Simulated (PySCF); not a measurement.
`FC(F)(F)C(F)(F)[SiH2]` [radical] (doublet state). The calculation used PBE0-D3(BJ)/def2-SVP geometry optimisation, gas phase in PySCF.

```
atom  x, y, z in Å
F1    -1.2028    1.3970   -0.0843
C2    -1.1086    0.1424    0.3482
F3    -0.8126    0.1642    1.6452
F4    -2.2812   -0.4522    0.1894
C5    -0.0052   -0.5910   -0.4270
F6     0.0091   -1.8665    0.0277
F7    -0.3911   -0.6104   -1.7249
Si8    1.7800    0.1646   -0.2845
H9     1.7892    1.5452   -0.8462
H10    2.2324    0.1113    1.1347
```

(1) What is the longest distance between nuclei?

(2) Work out the bond lengths F1–C2, C2–F3, C2–F4, C2–C5, C5–F7, C5–Si8, Si8–H10 in bohr.

(3) How far apart are these pairs, which share no bond: F1···F3, F1···C5, F1···Si8, C2···H10, F4···Si8, F7···H10?

(4) Give the dihedral angles F1–C2–C5–F6, F6–C5–Si8–H9, F1–C2–C5–F7, F4–C2–C5–F7.

(5) What are the angles F3–C2–F4, F1–C2–F3, F3–C2–C5, F4–C2–C5, F7–C5–Si8, F6–C5–Si8, F6–C5–F7, C5–Si8–H9?

(6) What is the repulsion energy of the bare nuclei, Σ ZA·ZB/RAB?

(7) Write the matrix of distances between heavy atoms (Å, lower triangle).

Answers

(1) F4···H9 and F4···H10, 4.651 Å down to 4.646 Å.

(2) For F1–C2 the difference vector is (0.0942, -1.2546, 0.4325) Å, of length 1.3304 Å. 1 bohr = 0.529177 Å. F1–C2 2.514; C2–F3 2.514; C2–F4 2.503; C2–C5 2.901; C5–F7 2.559; C5–Si8 3.673; Si8–H10 2.817 bohr.

(3) F1···F3 2.159 Å (2 bonds apart); F1···C5 2.346 Å (2 bonds apart); F1···Si8 3.234 Å (3 bonds apart); C2···H10 3.432 Å (3 bonds apart); F4···Si8 4.135 Å (3 bonds apart); F7···H10 3.947 Å (3 bonds apart).

(4) F1–C2–C5–F6 -178° (antiperiplanar); F6–C5–Si8–H9 177° (antiperiplanar); F1–C2–C5–F7 -63° (synclinal); F4–C2–C5–F7 58° (synclinal). Dihedral signs follow IUPAC: positive where, seen along the central bond, the front bond turns clockwise onto the rear one.

(5) From the scalar product of the two bond vectors; for F3–C2–F4 it is -0.5660 Å² over 1.3305 × 1.3243 Å², cos θ = -0.3212. F3–C2–F4 108.7°; F1–C2–F3 108.5°; F3–C2–C5 109.9°; F4–C2–C5 111.2°; F7–C5–Si8 109.7°; F6–C5–Si8 109.4°; F6–C5–F7 108.1°; C5–Si8–H9 109.8°.

(6) 518.92 Eh over 45 pairs, with full nuclear charges and distances in bohr; the largest single term is 24.58 Eh (F6 with Si8).

(7) 
```
F1    0.000
C2    1.330  0.000
F3    2.159  1.331  0.000
F4    2.158  1.324  2.158  0.000
C5    2.346  1.535  2.349  2.362  0.000
F6    3.483  2.321  2.723  2.697  1.354  0.000
F7    2.717  2.319  3.484  2.695  1.354  2.193  0.000
Si8   3.234  2.957  3.232  4.135  1.944  2.713  2.718  0.000
```

The point group is Cs within 0.08 Å; differences among equivalent distances and angles are scatter left by the optimiser. No frequency check. ⟨S²⟩ = 0.752 (exact for a doublet: 0.75).

Hardware: one thread, Arm Neoverse N1, on a shared host. Cost: 78 s of wall time. That covers the optimisation of the geometry.

One conformer stands for the species.
